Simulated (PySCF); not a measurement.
H₆P₂Si.

```xyz
9

Si     0.0000     0.0000     0.8240
P      1.9498     0.0000    -0.3351
P     -1.9498     0.0000    -0.3351
H      0.0000     1.2127     1.6982
H      0.0000    -1.2127     1.6982
H      1.5325    -1.0417    -1.2204
H      1.5325     1.0417    -1.2204
H     -1.5325     1.0417    -1.2204
H     -1.5325    -1.0417    -1.2204
```
Charge 0, spin multiplicity 1.

Geometry optimised at PBE0-D3(BJ)/def2-SVP. The values are those of a single conformer.

Method: PBE0/pcSseg-1 in PySCF. Non-relativistic, no solvent.

Computed absolute GIAO shielding of each atom: isotropic value and principal components (ppm):
```tsv
atom	σ(iso)	σ11	σ22	σ33	span
Si1	400.0	330.2	431.4	438.4	108.2
P2	547.4	508.8	564.6	568.9	60.1
P3	547.4	508.8	564.6	568.9	60.1
H4	26.9	22.8	25.6	32.4	9.6
H5	26.9	22.8	25.6	32.4	9.6
H6	29.5	25.3	27.3	36.0	10.7
H7	29.5	25.3	27.3	36.0	10.7
H8	29.5	25.3	27.3	36.0	10.7
H9	29.5	25.3	27.3	36.0	10.7
```
